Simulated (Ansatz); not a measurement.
Geometry optimisation, RKS PBE0-D4/def2-SVP in Ansatz 0.2.0.

input.yaml

```yaml
crystal:
  periodic: [false, false, false]
  atoms:
    - { symbol: Sn, position_ang: [0.0, 0.0, 0.0] }
    - { symbol: H, position_ang: [0.0, 0.0, 2.09] }
    - { symbol: H, position_ang: [1.6408, 0.0, -0.5794] }
    - { symbol: H, position_ang: [-0.8195, 1.4198, -0.5794] }
    - { symbol: H, position_ang: [-0.8195, -1.4198, -0.5794] }
    - { symbol: O, position_ang: [-2.1447, 0.0, 0.7126] }
    - { symbol: H, position_ang: [-2.6898, -0.6297, 0.1413] }
    - { symbol: H, position_ang: [-1.064, 0.0, 1.9402] }
basis:
  gaussian: { orbitals: def2-SVP }
hamiltonian:
  xc: pbe0
  dispersion: d4
relax:
  f_tol: 0.15
  max_steps: 25
  restrain:
    - { distance: [0, 5], at: 1.96, k: 30.0 }
    - { distance: [7, 1], at: 0.66, k: 30.0 }
    - { distance: [0, 1], at: 2.94, k: 30.0 }
    - { distance: [7, 5], at: 2.21, k: 30.0 }
```

Command:

```bash
$ ansatz run input.yaml --threads 1 --pin off --max-ram 2048MiB --backend cpu --events-out ev --progress --plain --runs-dir out
```

Problem. Where does it end, and by what steps?

Solution. The run converged. The restraints hold the end off the free minimum. After 11 steps the energy has fallen by 3.177 eV (the restraints' own energy left out); H3 moved furthest, 1.14 Å. Joined: H2–H8 (1.07 → 0.72 Å).

```csv
step,energy less start (eV),largest force component (eV/Å),accepted
0,0.0000,2.429,yes
1,-0.5734,1.503,yes
2,-0.8894,2.195,yes
3,-1.6562,2.388,yes
4,-2.2661,1.943,yes
5,-2.6900,1.454,yes
6,-2.9746,1.427,yes
7,-3.1284,1.643,yes
8,-3.1681,1.847,yes
9,-3.2015,1.025,no
10,-3.1784,1.808,yes
11,-3.1773,1.843,yes
```

```xyz
8
Properties=species:S:1:pos:R:3
Sn -0.462 0.043 -0.521
H -0.015 -0.099 2.393
H 0.999 -0.044 0.363
H -0.554 1.497 -1.414
H -0.626 -1.348 -1.515
O -2.067 0.099 0.629
H -2.447 -0.767 0.824
H -0.727 -0.010 2.386
```

The run took 27 s on 1 thread of Arm Neoverse V2, on a shared host, peak memory 0.13 GiB.
